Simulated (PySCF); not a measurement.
CH6BeGeS, SMILES C[S][Be][GeH3].

The structure is a stationary point at B3LYP-D3(BJ)/def2-SVP. The structure was generated by enumeration; whether it is a known compound was not checked. The values are those of a single conformer.

All values below come from PySCF with B3LYP-D3(BJ)/def2-SVP.

Frequencies are harmonic and unscaled.

A small imaginary wavenumber (i) marks a very flat motion, where grid noise or a shallow saddle decides the sign.

Computed harmonic wavenumbers and intensities:
```
mode  ν (cm⁻¹)  IR (km/mol)  moving atoms (share of kinetic energy)
----  --------  -----------  --------------------------------------
1          21i          0.2                                  H 89 %
2           31          0.0                                  H 98 %
3           75          4.0        C 46 %, H 24 %, Be 15 %, Ge 10 %
4          166         12.9                  Be 69 %, H 23 %, S 8 %
5          232          8.7        Be 31 %, S 24 %, Ge 20 %, H 18 %
6          276          6.8        S 44 %, H 20 %, Be 19 %, Ge 14 %
7          448          2.9                         H 74 %, Be 21 %
8          454          0.4                         H 61 %, Be 33 %
9          681          7.2                   C 61 %, S 30 %, H 9 %
10         812        164.2                                  H 97 %
11         893         28.1                                  H 99 %
12         895         31.3                                  H 99 %
13         925        162.6                          Be 82 %, H 8 %
14         953          5.8                          H 85 %, C 14 %
15         973          7.8                          H 76 %, C 13 %
16        1335         15.1                          H 87 %, C 12 %
17        1456          8.0                                  H 95 %
18        1460          7.8                                  H 95 %
19        2089        113.5                                  H 99 %
20        2091        114.1                                  H 99 %
21        2094        113.0                                  H 99 %
22        3055         20.1                                  H 98 %
23        3162          1.3                          H 90 %, C 10 %
24        3163          2.9                          H 90 %, C 10 %
```
